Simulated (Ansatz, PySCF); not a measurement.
Species: AlOCl, net charge 0, singlet state. SMILES: [O]=[Al][Cl]
Geometry: optimised at B3LYP-D3(BJ)/def2-TZVP (Ansatz, a quantum-chemistry and plane-wave program).

B3LYP/STO-3G beside other levels, property by property. Set-up: six Cartesian d functions in 6-31G* and its kin unless marked 5d; UHF or UKS for open shells; no spin-orbit coupling; no dispersion term unless named; valence correlation only; each state is the SCF solution reached for its charge and spin; atomisation electronic, to ground-state atoms; non-relativistic. CBS(X,Y): correlation extrapolated as X^-3; Hartree-Fock from the larger set. The bracket is a focal-point correction in the basis named. First-principles rows: single points at B3LYP-D3(BJ) geometries (Ansatz), with unscaled harmonic terms from B3LYP/6-31G* (Ansatz) at its own minima, enthalpies of formation by atomisation with measured atoms. A UHF reference is markedly spin-contaminated in at least one set, which strains HF and MP2.

Coupled cluster (Ansatz) is a level with limits of its own, used here on species with T1 under 0.025 (0.045 for open shells) and stable references: (a) RI-MP2/CBS(aug-cc-pV(T+d)Z,aug-cc-pV(Q+d)Z)+[CCSD(T)-MP2]/aug-cc-pV(T+d)Z; (b) CCSD(T)/CBS(cc-pV(T+d)Z,cc-pV(Q+d)Z).

```
property                                        B3LYP/STO-3G (Ansatz)  M06-2X/6-31G* (5d) (PySCF)  MP2/6-31G* (Ansatz)  PBE/def2-TZVPD (Ansatz)            to compare with
----------------------------------------------  ---------------------  --------------------------  -------------------  -----------------------  -------------------------
vertical electron affinity to the doublet (eV)                  -5.61                        0.81                 0.20                     1.08   0.97 coupled cluster (a)
atomisation energy (kcal/mol)                                   257.1                       211.6                214.7                    231.8  227.2 coupled cluster (b)
enthalpy of formation at 298 K (kcal/mol)                       -88.7                       -43.2                -46.4                    -63.4  -58.8 coupled cluster (b)
vertical ionisation energy to the doublet (eV)                   6.70                       10.14                10.30                    10.40  10.37 coupled cluster (a)
```

As the rows show:
- vertical electron affinity to the doublet: B3LYP/STO-3G lies 6.58 eV below coupled cluster.
- atomisation energy: B3LYP/STO-3G lies 29.9 kcal/mol above coupled cluster.
- enthalpy of formation at 298 K: B3LYP/STO-3G lies 29.9 kcal/mol below coupled cluster.
- vertical ionisation energy to the doublet: B3LYP/STO-3G lies 3.67 eV below coupled cluster.

The properties are those with a value to compare with, at most eight drawn at random. No case is left out for the size of its miss. Left out are saddle points of the reference geometry, anions that the best level run finds unbound, excited spin states, species near biochemistry, 298 K rows of species without real B3LYP wavenumbers, cases with under five habitual levels, runs that failed or that the program found above a lower state of the same kind, table entries that another table contradicts, and a share of species set aside by lot.
